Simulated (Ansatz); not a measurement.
**Molecular dynamics of C2H3AlO**

The input (input.yaml):

```yaml
crystal:
  periodic: [false, false, false]
  atoms:
    - { symbol: O, position_ang: [-0.451592, -2.001299, 1.625635] }
    - { symbol: C, position_ang: [0.080988, -1.296011, 0.866367] }
    - { symbol: C, position_ang: [0.624191, -0.458242, 0.009053] }
    - { symbol: Al, position_ang: [-0.371751, 1.076527, -0.567593] }
    - { symbol: H, position_ang: [1.629675, -0.672509, -0.343155] }
    - { symbol: H, position_ang: [-1.835632, 1.291181, 0.014175] }
    - { symbol: H, position_ang: [0.32412, 2.060353, -1.604481] }
magnetization:
  spin_polarized: true
basis:
  gaussian: { orbitals: "6-31G*" }
hamiltonian:
  xc: pbe0
md:
  timestep: 0.5
  n_steps: 100
  ensemble: nvt_langevin
  temperature: 300.0
  initial_velocities: maxwell_boltzmann
  seed: 401086
  friction: 0.02
  masses: [{ species: H, mass: 2.014 }]
```

Launched with:

```bash
$ ansatz run input.yaml --threads 2 --pin off --max-ram 3072MiB --backend cpu --events-out ev --progress --plain --runs-dir out
```

It starts from a relaxed structure.

Output, in part (one step line in 2, the closing report, with atoms numbered from 0):

```
md step     0: t =     0.00 fs  T =   257.1 K  F+E_penalty+E_count = -10757.53482955 eV  E_kin = 0.232668 eV  (27 SCF iters)
md step     2: t =     1.00 fs  T =   219.9 K  F+E_penalty+E_count = -10757.51629286 eV  E_kin = 0.198934 eV  (27 SCF iters)
md step     4: t =     2.00 fs  T =   167.8 K  F+E_penalty+E_count = -10757.47254218 eV  E_kin = 0.151858 eV  (27 SCF iters)
md step     6: t =     3.00 fs  T =   134.5 K  F+E_penalty+E_count = -10757.43412016 eV  E_kin = 0.121713 eV  (27 SCF iters)
md step     8: t =     4.00 fs  T =   138.1 K  F+E_penalty+E_count = -10757.41581545 eV  E_kin = 0.124939 eV  (26 SCF iters)
md step    10: t =     5.00 fs  T =   141.1 K  F+E_penalty+E_count = -10757.42125934 eV  E_kin = 0.127686 eV  (26 SCF iters)
md step    12: t =     6.00 fs  T =   187.4 K  F+E_penalty+E_count = -10757.45504170 eV  E_kin = 0.169559 eV  (27 SCF iters)
md step    14: t =     7.00 fs  T =   285.3 K  F+E_penalty+E_count = -10757.48746313 eV  E_kin = 0.258149 eV  (33 SCF iters)
md step    16: t =     8.00 fs  T =   294.9 K  F+E_penalty+E_count = -10757.49024088 eV  E_kin = 0.266818 eV  (33 SCF iters)
md step    18: t =     9.00 fs  T =   263.2 K  F+E_penalty+E_count = -10757.45404102 eV  E_kin = 0.238123 eV  (28 SCF iters)
md step    20: t =    10.00 fs  T =   238.7 K  F+E_penalty+E_count = -10757.40328611 eV  E_kin = 0.215949 eV  (27 SCF iters)
md step    22: t =    11.00 fs  T =   228.0 K  F+E_penalty+E_count = -10757.37851840 eV  E_kin = 0.206320 eV  (27 SCF iters)
md step    24: t =    12.00 fs  T =   231.2 K  F+E_penalty+E_count = -10757.39408516 eV  E_kin = 0.209192 eV  (27 SCF iters)
md step    26: t =    13.00 fs  T =   307.3 K  F+E_penalty+E_count = -10757.42324914 eV  E_kin = 0.278061 eV  (27 SCF iters)
md step    28: t =    14.00 fs  T =   342.3 K  F+E_penalty+E_count = -10757.43856920 eV  E_kin = 0.309685 eV  (27 SCF iters)
md step    30: t =    15.00 fs  T =   316.8 K  F+E_penalty+E_count = -10757.42947350 eV  E_kin = 0.286638 eV  (27 SCF iters)
md step    32: t =    16.00 fs  T =   307.9 K  F+E_penalty+E_count = -10757.40693118 eV  E_kin = 0.278560 eV  (33 SCF iters)
md step    34: t =    17.00 fs  T =   267.7 K  F+E_penalty+E_count = -10757.38329255 eV  E_kin = 0.242255 eV  (28 SCF iters)
md step    36: t =    18.00 fs  T =   297.2 K  F+E_penalty+E_count = -10757.36398156 eV  E_kin = 0.268938 eV  (27 SCF iters)
md step    38: t =    19.00 fs  T =   315.0 K  F+E_penalty+E_count = -10757.35757755 eV  E_kin = 0.284987 eV  (28 SCF iters)
md step    40: t =    20.00 fs  T =   286.3 K  F+E_penalty+E_count = -10757.36528866 eV  E_kin = 0.259069 eV  (27 SCF iters)
md step    42: t =    21.00 fs  T =   308.5 K  F+E_penalty+E_count = -10757.37127642 eV  E_kin = 0.279108 eV  (27 SCF iters)
md step    44: t =    22.00 fs  T =   336.0 K  F+E_penalty+E_count = -10757.36878373 eV  E_kin = 0.303987 eV  (27 SCF iters)
md step    46: t =    23.00 fs  T =   309.3 K  F+E_penalty+E_count = -10757.35047327 eV  E_kin = 0.279899 eV  (27 SCF iters)
md step    48: t =    24.00 fs  T =   286.5 K  F+E_penalty+E_count = -10757.31853646 eV  E_kin = 0.259219 eV  (27 SCF iters)
md step    50: t =    25.00 fs  T =   252.3 K  F+E_penalty+E_count = -10757.29888903 eV  E_kin = 0.228295 eV  (27 SCF iters)
md step    52: t =    26.00 fs  T =   301.9 K  F+E_penalty+E_count = -10757.31238142 eV  E_kin = 0.273190 eV  (28 SCF iters)
md step    54: t =    27.00 fs  T =   317.9 K  F+E_penalty+E_count = -10757.33138358 eV  E_kin = 0.287676 eV  (27 SCF iters)
md step    56: t =    28.00 fs  T =   310.0 K  F+E_penalty+E_count = -10757.33693325 eV  E_kin = 0.280529 eV  (27 SCF iters)
md step    58: t =    29.00 fs  T =   263.7 K  F+E_penalty+E_count = -10757.32422912 eV  E_kin = 0.238628 eV  (27 SCF iters)
md step    60: t =    30.00 fs  T =   208.1 K  F+E_penalty+E_count = -10757.30811204 eV  E_kin = 0.188310 eV  (27 SCF iters)
md step    62: t =    31.00 fs  T =   230.6 K  F+E_penalty+E_count = -10757.30330748 eV  E_kin = 0.208615 eV  (27 SCF iters)
md step    64: t =    32.00 fs  T =   233.8 K  F+E_penalty+E_count = -10757.31652649 eV  E_kin = 0.211503 eV  (28 SCF iters)
md step    66: t =    33.00 fs  T =   234.6 K  F+E_penalty+E_count = -10757.33858555 eV  E_kin = 0.212303 eV  (28 SCF iters)
md step    68: t =    34.00 fs  T =   276.4 K  F+E_penalty+E_count = -10757.36569503 eV  E_kin = 0.250053 eV  (27 SCF iters)
md step    70: t =    35.00 fs  T =   326.5 K  F+E_penalty+E_count = -10757.39078072 eV  E_kin = 0.295430 eV  (27 SCF iters)
md step    72: t =    36.00 fs  T =   351.8 K  F+E_penalty+E_count = -10757.39273217 eV  E_kin = 0.318320 eV  (27 SCF iters)
md step    74: t =    37.00 fs  T =   353.6 K  F+E_penalty+E_count = -10757.36736236 eV  E_kin = 0.319947 eV  (27 SCF iters)
md step    76: t =    38.00 fs  T =   339.0 K  F+E_penalty+E_count = -10757.33697456 eV  E_kin = 0.306737 eV  (27 SCF iters)
md step    78: t =    39.00 fs  T =   350.4 K  F+E_penalty+E_count = -10757.33630407 eV  E_kin = 0.317069 eV  (26 SCF iters)
md step    80: t =    40.00 fs  T =   392.2 K  F+E_penalty+E_count = -10757.35485375 eV  E_kin = 0.354848 eV  (27 SCF iters)
md step    82: t =    41.00 fs  T =   354.9 K  F+E_penalty+E_count = -10757.37112193 eV  E_kin = 0.321103 eV  (27 SCF iters)
md step    84: t =    42.00 fs  T =   288.6 K  F+E_penalty+E_count = -10757.37313101 eV  E_kin = 0.261168 eV  (27 SCF iters)
md step    86: t =    43.00 fs  T =   255.0 K  F+E_penalty+E_count = -10757.36140024 eV  E_kin = 0.230769 eV  (27 SCF iters)
md step    88: t =    44.00 fs  T =   230.8 K  F+E_penalty+E_count = -10757.34550932 eV  E_kin = 0.208805 eV  (27 SCF iters)
md step    90: t =    45.00 fs  T =   237.0 K  F+E_penalty+E_count = -10757.33998273 eV  E_kin = 0.214475 eV  (27 SCF iters)
md step    92: t =    46.00 fs  T =   232.3 K  F+E_penalty+E_count = -10757.34741654 eV  E_kin = 0.210174 eV  (28 SCF iters)
md step    94: t =    47.00 fs  T =   259.7 K  F+E_penalty+E_count = -10757.36212617 eV  E_kin = 0.234941 eV  (28 SCF iters)
md step    96: t =    48.00 fs  T =   327.2 K  F+E_penalty+E_count = -10757.37692742 eV  E_kin = 0.296076 eV  (28 SCF iters)
md step    98: t =    49.00 fs  T =   306.9 K  F+E_penalty+E_count = -10757.38204046 eV  E_kin = 0.277682 eV  (28 SCF iters)
md step   100: t =    50.00 fs  T =   283.9 K  F+E_penalty+E_count = -10757.38104139 eV  E_kin = 0.256894 eV  (28 SCF iters)
Total energy: -10757.38107037 eV, -395.3264627213 hartree
Atom 0 at    -0.405965    -2.105629     1.510505 Å, force    -0.597229    -0.394809     0.466187 eV/Å
Atom 1 at     0.127543    -1.360511     0.802731 Å, force     1.786535     0.932606    -1.442866 eV/Å
Atom 2 at     0.719731    -0.513627    -0.046779 Å, force    -1.517133     0.395702     0.799401 eV/Å
Atom 3 at    -0.513134     0.994812    -0.355733 Å, force    -0.186041    -0.555525    -0.015116 eV/Å
Atom 4 at     1.782956    -0.453349    -0.247198 Å, force    -0.011951    -0.343717     0.169612 eV/Å
Atom 5 at    -2.063334     0.650608     0.011862 Å, force     0.463373     0.180245    -0.053111 eV/Å
Atom 6 at    -0.064649     2.405562    -0.971640 Å, force     0.062445    -0.214502     0.075892 eV/Å
Dipole moment:     0.274125     0.162151    -0.095606 e Å
```

All steps were run. A run of 0.05 ps of so small a system gives no equilibrium averages.

The same pairs are bonded in the first frame and the last. Pairs count as bonded within 1.25 times the sum of covalent radii (0.12 Å more for H–H).

Last frame:

```xyz
7
Properties=species:S:1:pos:R:3
O -0.406 -2.106 1.510
C 0.128 -1.361 0.803
C 0.720 -0.514 -0.047
Al -0.513 0.995 -0.356
H 1.783 -0.453 -0.247
H -2.063 0.651 0.012
H -0.065 2.406 -0.972
```

Time of the run: 5.1 min on 2 threads of Arm Neoverse N1, on a shared host, peak memory 0.17 GiB.
